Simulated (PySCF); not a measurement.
Computed IR spectrum (relative IR intensity) of a molecule C4H7ClSi. The structure is a stationary point at PBE-D3(BJ)/def2-SVP. One conformer was computed; it need not be the lowest. Method: PBE-D3(BJ)/def2-SVP run with PySCF 2.14.0. Frequencies are harmonic and unscaled.

Lines under 2 % of the strongest are left out, and lines within 2 cm⁻¹ are merged.

ν (cm⁻¹): 286 (vw), 395 (vw), 456 (w), 616 (w), 679 (w), 815 (w), 871 (m), 880 (vs), 899 (w), 911 (m), 914 (w), 959 (vw), 1112 (w), 1178 (w), 1229 (w), 1608 (m), 2154 (m), 2164 (m), 2169 (m), 2973 (w), 2984 (w), 3047 (vw) (against the strongest line: vs over 80 %, s over 45 %, m over 15 %, w over 4 %, vw less)

**Question.** Identify the compound among the candidates.
(A) ClC1=C[SiH2]CC1
(B) C[Si@@H]1CC=C1Cl
(C) [SiH3][C@@H]1C=C(Cl)C1
(D) Cl/C=C1\CC[SiH2]1

**Answer.** C, [SiH3][C@@H]1C=C(Cl)C1
